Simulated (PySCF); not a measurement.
Ligand exchange on a metal centre used in film growth or etching (W F-OH). Gas-phase values, no solvent. One relaxed conformer stands for each flexible species; it need not be the lowest.

Level of theory: B3LYP-D3(BJ)/def2-TZVP // TPSS-D3(BJ)/def2-SVP (PySCF). B3LYP has the VWN-RPA correlation part, as in Gaussian. 

| species | charge on the central atom (Mulliken) (e) | HOMO (eV) | coordination number | LUMO (eV) |
|---|---|---|---|---|
| 0 of 6 F replaced by OH ([W(F)6]) | 1.84 | -12.48 | [?] | -5.13 |
| 1 of 6 F replaced by OH | [?] | -11.17 | [?] | [?] |
| 2 of 6 F replaced by OH ([W(F)4(OH)2]) | [?] | -10.37 | 6 | -3.78 |
| 3 of 6 F replaced by OH ([W(F)3(OH)3]) | 1.71 | -9.55 | 6 | [?] |
| 5 of 6 F replaced by OH ([W(F)(OH)5]) | 1.61 | -8.76 | 6 | -2.97 |
| 6 of 6 F replaced by OH ([W(OH)6]) | 1.55 | -8.52 | 6 | -3.00 |

Q: What belongs in the gaps?

A: 
- 0 of 6 F replaced by OH ([W(F)6]), coordination number: 6
- 1 of 6 F replaced by OH, charge on the central atom (Mulliken) (e): 1.81
- 1 of 6 F replaced by OH, coordination number: 6
- 1 of 6 F replaced by OH, LUMO (eV): -4.43
- 2 of 6 F replaced by OH ([W(F)4(OH)2]), charge on the central atom (Mulliken) (e): 1.77
- 3 of 6 F replaced by OH ([W(F)3(OH)3]), LUMO (eV): -3.28
